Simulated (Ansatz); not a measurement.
**Energy profile**

The step: SiNH₅ ([NH2][SiH3]) + HF → SiNH₄F ([NH2][SiH2][F]) + H₂; bonds formed: Si1–F7, H2–H6; bonds broken: Si1–H2, H6–F7 (atoms numbered as in the saddle structure below).

| atom | x (Å) | y (Å) | z (Å) |
| --- | --- | --- | --- |
| Si1 | -0.2754 | -0.4261 | 0.1705 |
| H2 | 1.2339 | -1.1502 | 0.4426 |
| H3 | -0.5843 | -1.5974 | -0.7074 |
| H4 | -1.0871 | -0.6243 | 1.3876 |
| N5 | -0.4678 | 0.8509 | -0.9172 |
| H6 | 1.3453 | -0.3105 | 0.9242 |
| F7 | 0.8809 | 0.7509 | 1.2537 |
| H8 | -0.8081 | 0.7020 | -1.8500 |
| H9 | -0.2372 | 1.8048 | -0.7039 |

Electronic energies by CCSD(T) at an estimated basis limit (MP2 extrapolated from triple and quadruple zeta, plus CCSD(T) − MP2 in triple zeta), on PBE0-D4/def2-TZVP structures; SiNH₆F, closed shell; no counterpoise correction. Program: Ansatz 0.2.0. Basis: def2-TZVPP and def2-QZVPP. Cores are frozen in the correlated methods. Extrapolation: Hartree–Fock as exp(−7.88 √X), correlation as X^−2.97.

Problem. Give the profile in kJ/mol, counted from the separated reactants. (To be estimated.)

Solution. Computed:
```tsv
point	kJ/mol
separated: SiNH₅ (linked as [NH2][SiH3]; Si1, H2, H3, H4, N5, H8, H9; singlet) + HF (H6, F7; singlet)	0.0
start structure	-11.5
saddle	107.0
end structure	-140.5
separated: SiNH₄F (linked as [NH2][SiH2][F]; Si1, H3, H4, N5, F7, H8, H9; singlet) + H₂ (H2, H6; singlet)	-138.1
```

The T1 diagnostic stays at or below 0.013.

For scale, one of the runs: CCSD(T)/def2-TZVPP, 188 basis functions, launched by `ansatz run in.yaml --threads 2 --pin off --events-out ev --progress --plain --max-ram 4352MiB`. Hardware: 2 CPU threads of an Arm Neoverse V1, shared host. Wall time 49 s; peak host memory 2 GiB.
